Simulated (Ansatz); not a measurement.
The same path of ClF$_{4}$HZr (7 atoms, charge 0, multiplicity 1) was run twice with different band settings. Lost on the way: Zr1–Cl2, F6–H7. Made: Cl2–H7.

Computed with RHF/def2-SVP (Ansatz).

Relaxed end points:

```xyz
7
Properties=species:S:1:pos:R:3
Zr 0.023 0.000 0.077
Cl 0.371 0.000 2.467
F 1.796 0.000 -0.579
F -0.672 1.604 -0.665
F -0.672 -1.604 -0.665
F -2.249 0.000 1.001
H -2.339 0.000 1.908
```

```xyz
7
Properties=species:S:1:pos:R:3
Zr -0.397 0.000 -0.630
Cl -0.310 0.000 3.707
F 1.371 0.000 0.055
F -0.651 1.547 -1.698
F -0.651 -1.547 -1.698
F -1.706 0.000 0.763
H -1.397 0.000 3.044
```

Common settings: movable images 5; climbing image yes; spring 5.0 eV/Å²; optimiser quadratic models (default); start path through a guess of the saddle point; iteration limit 60; end points relaxed.

| run | force threshold |
| --- | --- |
| 1 | 0.05 eV/Å |
| 2 | 0.5 eV/Å |

Q: What does each run give, and how far can it be trusted?

A: Run 1: converged after 12 iterations, highest image 0.863 eV above the first end. A vibrational analysis at the climbing image gives one clearly imaginary mode, 1150i cm⁻¹, and a faint second one (23i cm⁻¹) that may be numerical noise or a soft torsion: probably a first-order saddle point.
Run 2: converged after 11 iterations, highest image 0.872 eV above the first end. The threshold of 0.5 eV/Å is loose, so the images may lie well off the minimum-energy path. The order of the stationary point at the top wasn't checked.
The orbitals stay closed-shell, which can raise the energy where a bond breaks towards radicals; this wasn't checked here.
